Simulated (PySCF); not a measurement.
A structure optimised at PBE0-D3(BJ)/def2-SVP, used in a PySCF frequency run:

```
Si
F 1 1.6389
H 1 1.4962 2 107.72
Si 1 2.3463 3 109.96 2 118.53
H 4 1.4942 1 111.36 3 -59.15
H 4 1.4946 5 109.34 1 121.72
H 4 1.4966 5 109.22 6 119.04
Si 1 2.3463 3 109.96 2 -118.53
H 8 1.4942 1 111.36 3 59.15
H 8 1.4946 9 109.34 1 -121.72
H 8 1.4966 9 109.22 10 -119.04
```
Charge 0, spin multiplicity 1.

**Question.** Write its SMILES, formula and point group.

**Answer.** F[SiH]([SiH3])[SiH3], FH7Si3, Cs

**Question.** What are its rotational constants (standard atomic weights)?

**Answer.** 3.7880, 1.9083, 1.3997 GHz
